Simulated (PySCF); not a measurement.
Geometry:
```tsv
atom	x (Å)	y (Å)	z (Å)
C1	-0.265	-1.042	-1.638
Ge2	-0.005	0.001	-0.002
C3	-0.080	1.911	-0.426
C4	-1.407	-0.441	1.291
C5	1.745	-0.422	0.767
H6	-1.239	-0.816	-2.097
H7	-0.228	-2.121	-1.422
H8	0.523	-0.813	-2.372
H9	0.068	2.516	0.481
H10	-1.055	2.178	-0.861
H11	0.704	2.178	-1.150
H12	-2.403	-0.210	0.884
H13	-1.379	-1.512	1.544
H14	-1.273	0.135	2.219
H15	1.817	-1.494	1.008
H16	2.551	-0.173	0.061
H17	1.910	0.149	1.693
```

Geometry: PBE0-D3(BJ)/def2-SVP; GIAO absolute shieldings from PySCF 2.14.0 with density-fitted response routines, gas phase, non-relativistic, averaged over equivalent atoms.

At LC-wPBE/pcSseg-1 (169 basis functions, about 30 core-seconds):
| atoms | σ (ppm) |
| --- | --- |
| C1/C3/C4/C5 | 190.3 |
| Ge2 | 1340.0 |
| H6/H7/H8/H9/H10/H11/H12/H13/H14/H15/H16/H17 | 31.25 |

**Question.** What do these become at B97-D/pcSseg-1?

**Answer.** 
```json
{"atoms": "C1/C3/C4/C5", "σ at B97-D/pcSseg-1": "178.2", "change": "-12.1"}
{"atoms": "Ge2", "σ at B97-D/pcSseg-1": "1258.7", "change": "-81.3"}
{"atoms": "H6/H7/H8/H9/H10/H11/H12/H13/H14/H15/H16/H17", "σ at B97-D/pcSseg-1": "31.26", "change": "+0.01"}
```

The largest change is at Ge2 (germanium bonded to 4 C). Cost: 169 basis functions, about 23 core-seconds.

Relativistic effects, spin–orbit coupling among them, are left out; they matter for Ge and for the light atoms bonded to it.
